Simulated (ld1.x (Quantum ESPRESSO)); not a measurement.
# Reading a pseudo-wave (Pd)

Columns: radius, all-electron u(r) and pseudo u(r) of the 4p shell (level -51.36 eV) of palladium in the configuration [Ar] 3d10 4s2 4p6 4d10 5s0 5p0; LDA (PZ), scalar-relativistic, TM scheme, ld1.x (Quantum ESPRESSO) 7.5.

```
r (bohr)  all-electron  pseudo
   0.085        0.3698  0.0239
   0.170       -0.2049  0.0935
   0.255       -0.5878  0.2024
   0.340       -0.5042  0.3406
   0.425       -0.1574  0.4954
   0.510        0.2505  0.6526
   0.595        0.6062  0.7983
   0.680        0.8662  0.9200
   0.765        1.0270  1.0087
   0.850        1.1027  1.0592
   0.935        1.1135  1.0714
   1.020        1.0791  1.0488
   1.105        1.0158  0.9982
   1.190        0.9362  0.9280
   1.275        0.8493  0.8463
   1.360        0.7613  0.7606
   1.445        0.6761  0.6760
   1.530        0.5961  0.5961
   1.615        0.5225  0.5225
   1.700        0.4558  0.4558
   1.785        0.3961  0.3961
   1.870        0.3432  0.3432
   1.955        0.2966  0.2966
   2.040        0.2558  0.2558
   2.125        0.2202  0.2202
   2.210        0.1892  0.1892
```

(1) How many radial nodes do the two functions have?

(2) At about which radius was the pseudo-wave matched?

(3) Is the pseudo-wave norm-conserving?

Answers

(1) The all-electron 4p function has n − l − 1 = 2; the pseudo-wave has 0, since the states of the same l below it are removed with the core.

(2) 1.60 bohr. The columns agree to 0.0005 from 1.45 bohr on; several derivatives are matched, so the curves merge somewhat inside the radius.

(3) Yes: the TM scheme keeps the norm inside the radius equal to the all-electron one, which fixes the energy derivative of the logarithmic derivative at the level.
